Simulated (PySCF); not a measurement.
Cl2CrO2, singlet, geometry from GFN2-xTB (such geometries of metal compounds can be far from the true shape); BLYP/3-21G in PySCF.

PySCF was given this input:
```python
from pyscf import gto, scf, dft

mol = gto.M(
    atom='''
Cr    0.36161990   -0.06306063    0.11655214
O     1.44045237   -0.59234025   -0.86408389
O     0.79045337    0.20330658    1.58311746
Cl   -0.38616068    1.66825371   -0.64495912
Cl   -1.17419951   -1.39615227    0.14204619
''',
    basis='3-21g',
    verbose=5,
)

mf = dft.RKS(mol)
mf.xc = 'blyp'
mf.kernel()
```

What the program printed (banner, timings and long lists left out):

```
PySCF version 2.14.0

[INPUT] verbose = 5
[INPUT] max_memory = 4000
[INPUT] num. atoms = 5
[INPUT] num. electrons = 74
[INPUT] charge = 0
[INPUT] spin (= nelec alpha-beta = 2S) = 0
[INPUT] symmetry False subgroup None
[INPUT] Mole.unit = angstrom
[INPUT] Symbol           X                Y                Z      unit          X                Y                Z       unit  Magmom
[...]
[INPUT] ---------------- BASIS SET ----------------
[INPUT] l, kappa, [nprim/nctr], expnt,             c_1 c_2 ...
[INPUT] Cl
[...]
                                207.857           0.380363
                                45.1554           0.67819
[...]
                                13.9765           0.0511338
                                3.8871            0.991337
[...]
                                0.526955          1.18252
[...]
                                13.9765           0.458682
                                3.8871            0.601962
[...]
                                0.526955          0.822321
[...]
[INPUT] Cr
[...]
                                423.137           0.377084
                                92.43886          0.680989
[...]
                                26.03727          0.101431
                                7.844172          0.957198
[...]
                                2.497196          0.335115
                                0.805142          0.850248
[...]
                                0.086162          1.093671
[...]
                                26.03727          0.555983
                                7.844172          0.474818
[...]
                                2.497196          0.461625
                                0.805142          0.614539
[...]
                                0.086162          0.999945
[...]
                                2.362264          0.852156
[...]
[INPUT] O
[...]
                                48.4308           0.3515
                                10.4206           0.707658
[...]
                                1.5762            1.22156
[...]
                                1.5762            0.853955
[...]
nuclear repulsion = 501.758778272417
number of shells = 35
number of NR pGTOs = 138
number of NR cGTOs = 71
basis = 3-21g
ecp = {}

******** <class 'pyscf.dft.rks.RKS'> ********
method = RKS
initial guess = minao
damping factor = 0
level_shift factor = 0
DIIS = <class 'pyscf.scf.diis.CDIIS'>
diis_start_cycle = 1
diis_space = 8
diis_damp = 0
SCF conv_tol = 1e-09
[...]
 -7.81458878e-01 -4.29807552e-01 -4.25037123e-01 -4.16058453e-01
 -4.09104292e-01 -3.94988708e-01 -3.79343126e-01 -3.61045547e-01
 -3.41888152e-01 -3.35567631e-01 -3.09222312e-01 -3.07440426e-01
 -2.98898731e-01 -2.07685374e-01 -1.77924631e-01 -1.66041426e-01
 -1.10383421e-01 -1.03515157e-01 -1.10912652e-02  2.38823217e-02
  2.78178307e-02  3.48957022e-02  2.01107880e-01  2.01715034e-01
  2.06493902e-01  2.20809843e-01  4.96939828e-01  5.20443091e-01
  5.31193382e-01  5.75215168e-01  5.85463721e-01  6.16803200e-01
  7.27633757e-01  7.50010354e-01  1.28608879e+00  1.31271236e+00
  1.33345035e+00  1.38721561e+00  1.45533910e+00  1.51092175e+00
  1.85479075e+00  1.85900206e+00  1.88550403e+00  2.01097689e+00
  2.04131660e+00  2.62303409e+00  2.77421693e+00]
nelec by numeric integration = 73.99998926768255
E1 = -3898.7606317592017  E2 = 1291.8563920780116  Ecoul = 1413.804942593818  Exc = -121.94855051580629
cycle= 15 E= -2105.14546140877  delta_E= -1.46e-11  |g|= 3.86e-06  |ddm|= 8.89e-06
[...]
  mo_energy =
[-2.13354538e+02 -1.00066079e+02 -1.00065951e+02 -2.43973574e+01
 -2.07284338e+01 -2.07278127e+01 -2.07270837e+01 -1.87882884e+01
 -1.87879292e+01 -9.14586571e+00 -9.14532930e+00 -6.98785218e+00
 -6.98768777e+00 -6.98183523e+00 -6.98152685e+00 -6.97926069e+00
 -6.97910154e+00 -2.90888630e+00 -1.90378165e+00 -1.89415282e+00
 -1.88783805e+00 -9.00488400e-01 -8.81774511e-01 -7.90071147e-01
 -7.81459207e-01 -4.29807856e-01 -4.25037431e-01 -4.16058828e-01
 -4.09104819e-01 -3.94989204e-01 -3.79343330e-01 -3.61045567e-01
 -3.41888074e-01 -3.35567687e-01 -3.09222453e-01 -3.07440559e-01
 -2.98898493e-01 -2.07686228e-01 -1.77925398e-01 -1.66042238e-01
 -1.10384142e-01 -1.03515803e-01 -1.10912987e-02  2.38823194e-02
  2.78178548e-02  3.48957246e-02  2.01107667e-01  2.01714936e-01
  2.06493771e-01  2.20809633e-01  4.96939644e-01  5.20442895e-01
  5.31193182e-01  5.75214978e-01  5.85463561e-01  6.16803039e-01
  7.27633494e-01  7.50010149e-01  1.28608903e+00  1.31271259e+00
  1.33345059e+00  1.38721590e+00  1.45533919e+00  1.51092209e+00
  1.85478965e+00  1.85900112e+00  1.88550287e+00  2.01097581e+00
  2.04131561e+00  2.62303434e+00  2.77421719e+00]
nelec by numeric integration = 73.99998926770954
E1 = -3898.761008373373  E2 = 1291.8567686923943  Ecoul = 1413.8053263624283  Exc = -121.9485576700339
Extra cycle  E= -2105.14546140856  delta_E= 2.12e-10  |g|= 3.7e-05  |ddm|= 1.54e-05
converged SCF energy = -2105.14546140856
```
